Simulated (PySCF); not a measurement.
**Trend along the alkali metals: MC molecules**

PBE0 with double-zeta basis sets in PySCF, for the lowest determinant that a PBE0 search found; no spin–orbit coupling. De refers to high-spin ground-configuration atoms. A positive dipole means M(−)C(+).

```
 M          basis  state (unpaired electrons)  Re (Å)  ωe (cm⁻¹)  De (eV)  μ (D)
Li  jorge-DZP-DKH         quartet (σ ↑, π ↑↑)   1.922        664     2.53  -6.25
Na        cc-pVDZ         quartet (σ ↑, π ↑↑)   2.236        431     1.95  -7.26
 K       def2-SVP         quartet (σ ↑, π ↑↑)   2.547        371     2.09  -8.81
Rb      def2-SVPD         quartet (σ ↑, π ↑↑)   2.701        326     2.10  -9.32
Cs      def2-SVPD         quartet (σ ↑, π ↑↑)   2.822        311     2.24  -9.19
```

The shortest bond is that of LiC (1.922 Å), the longest that of CsC (2.822 Å).

The rows differ in basis set, which adds steps of its own.

Down a group the atoms grow and get heavier, so bonds lengthen and wavenumbers fall; this series shows no clear exception.

These are scalar-relativistic numbers at best; spin–orbit coupling would shift them, the dissociation energy most. States were picked by a PBE0 search and need not be the measured ground states.
